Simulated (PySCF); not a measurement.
## Beryllium: a sound run and one with changed settings

Sound run: Be⁺ [He] 2s1, Be²⁺ 1s2. Calculation: PySCF 2.14, in x2c-SVPall (3s2p, 9 functions); scalar relativity by spin-free X2C-1e. The sound run starts from symmetry-adapted Hartree-Fock orbitals and uses a fine grid where one is needed.

Changed run: initial guess atom, at most 50 SCF cycles.

```json
{"species": "Be⁺", "method": "UHF", "sound run (hartree)": "-14.26333", "changed run (hartree)": "-14.26333", "converged": "yes"}
{"species": "Be⁺", "method": "LDA", "sound run (hartree)": "-14.10137", "changed run (hartree)": "-14.10137", "converged": "yes"}
{"species": "Be⁺", "method": "M06-2X", "sound run (hartree)": "-14.31607", "changed run (hartree)": "-14.31607", "converged": "yes"}
{"species": "Be²⁺", "method": "UHF", "sound run (hartree)": "-13.60709", "changed run (hartree)": "-13.60709", "converged": "yes"}
{"species": "Be²⁺", "method": "LDA", "sound run (hartree)": "-13.43970", "changed run (hartree)": "-13.43970", "converged": "yes"}
{"species": "Be²⁺", "method": "M06-2X", "sound run (hartree)": "-13.65270", "changed run (hartree)": "-13.65270", "converged": "yes"}
```

Here the plain start reaches the same solutions.
